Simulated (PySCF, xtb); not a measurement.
C4H3Cl2F, SMILES F[C@@H](Cl)C=C=CCl. Other conformers were not sampled.

Harmonic wavenumbers (cm⁻¹) from GFN2-xTB (xtb) at its own minimum, in rising order: 32, 80, 137, 162, 322, 372, 402, 439, 528, 649, 728, 746, 842, 998, 1060, 1118, 1142, 1178, 1241, 1379, 2061, 2928, 3052, 3063.

Problem. What does TPSSh-D3(BJ)/def2-SVP (PySCF) give at its own minimum? (The exact figures need the calculation; the answer reports its results.)

Solution. 42, 81, 153, 184, 337, 382, 433, 476, 545, 723, 768, 784, 886, 1056, 1106, 1142, 1214, 1257, 1329, 1435, 2062, 3134, 3154, 3198. Paired by order, the mean absolute difference is 51 cm⁻¹ and the zero-point energies are 35.3 and 37.0 kcal/mol.
